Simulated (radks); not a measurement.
Results of a calculation; reference values are marked as such.
Species: K III. Configuration: [Ne] 3s2 3p5. Level of theory: Dirac Kohn-Sham, LDA (Slater exchange, Perdew-Zunger correlation), spin-unpolarised, spherical densities, finite nucleus; open shells fill j = l - 1/2 first; Fermi nuclear charge, rms radius 3.4349 fm (a radial shooting solver on a logarithmic mesh with Libxc functionals). Some entries of the table are withheld. Estimate them.

| orbital | occ. | eigenvalue (eV) | <r> (bohr) |
|---|---|---|---|
| 1s1/2 | 2 | -3535.024 | 0.08124 |
| 2s1/2 | 2 | -375.5355 | 0.3887 |
| 2p1/2 | 2 | -305.3092 | (1) |
| 2p3/2 | 4 | -302.4200 | (2) |
| 3s1/2 | 2 | (3) | 1.235 |
| 3p1/2 | 2 | -39.4610 | (4) |
| 3p3/2 | 3 | -39.1580 | (5) |

Answer. 
(1) 2p1/2 <r> (bohr): 0.3492
(2) 2p3/2 <r> (bohr): 0.3517
(3) 3s1/2 eigenvalue (eV): -56.1726
(4) 3p1/2 <r> (bohr): 1.350
(5) 3p3/2 <r> (bohr): 1.357
